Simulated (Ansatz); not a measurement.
CH3N, SMILES `[CH]N` (excited triplet) (charge 0, multiplicity 3). This triplet is an excited state, 1.52 eV above the relaxed singlet at the level frozen-core CCSD(T)/cc-pVTZ // PBE0-D3(BJ)/def2-TZVP (Ansatz, a quantum-chemistry and plane-wave program).

Cartesian coordinates (Å):
```xyz
5

C      0.7883    -0.1169     0.3547
N     -0.4660     0.0580    -0.1486
H      1.7119    -0.0729    -0.2226
H     -0.9628     0.8851     0.1576
H     -1.0714    -0.7533    -0.1411
```
Charge 0, spin multiplicity 3.

Frozen-core energies in cc-pVDZ from Ansatz at a geometry from PBE0-D3(BJ)/def2-TZVP; the HF reference has <S^2> = 2.01 and the T1 diagnostic is 0.019.

| level | energy (Ha) |
|---|---|
| HF | -93.96547 |
| MP2 | -94.22789 |
| CCSD | -94.25512 |

**Question.** Estimate the energies of CCSD(T), CCSDT and CCSDT(Q), and give each level's difference from CCSDT(Q).

**Answer.** 
```csv
level,energy (Ha),difference from CCSDT(Q) (mHa)
MP2,-94.22789,35.44
CCSD,-94.25512,8.22
CCSD(T),-94.26217,1.16
CCSDT,-94.26281,0.52
CCSDT(Q),-94.26333,0.00
```
